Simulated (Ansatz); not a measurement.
Consider the atomization: `CO[SiH](F)O[SiH2]F` → C• + 2 F• + 6 H• + 2 O• + 2 Si•.

Computed with Ansatz on PBE0-D4/def2-TZVP structures; ΔE is electronic, products minus reactants. CCSD(T)/CBS is the MP2 limit (def2-TZVPP, def2-QZVPP) plus CCSD(T) − MP2 in def2-TZVPP, frozen cores. This one scheme is used for every species, atoms too. Functionals use def2-TZVPP. Open shells (•) are unrestricted, without spin–orbit coupling. Spin–orbit coupling would lower the free atoms: a little for C, F, O, Si. Each species was taken in one conformer, which may not be the lowest.

CCSD(T)/CBS gives +5262.0 kJ/mol.

Task: Another level gave +5201.1 kJ/mol. Which?
A. SCS-MP2/def2-TZVPP
B. r2SCAN/def2-TZVPP
C. HF/def2-TZVPP
D. ωB97M-V/def2-TZVPP

Result: A. SCS-MP2/def2-TZVPP 5201.1, HF/def2-TZVPP 3895.6, r2SCAN 5226.2, ωB97M-V 5242.5 kJ/mol.

Largest T1 diagnostic among the species: 0.012.

From PBE to PBE0 (25 % exact exchange), in def2-TZVPP and without D4, ΔE moves by −89.2 kJ/mol: exact exchange takes away binding that semilocal exchange gives to molecules. The D4 term adds +47.9 kJ/mol with B3LYP and +25.6 kJ/mol with PBE0; it sums over pairs of atoms, weighted by their polarisabilities, and B3LYP, whose exchange is more repulsive, gets the larger term.

B3LYP here is the variant with VWN-RPA as its local correlation; programs differ in this.

For atomizations the MP2-based limit and the directly extrapolated one differ by several kJ/mol either way, and by 10 to 25 for some Ge, Se and Sn compounds, so smaller differences from it don't rank the levels.
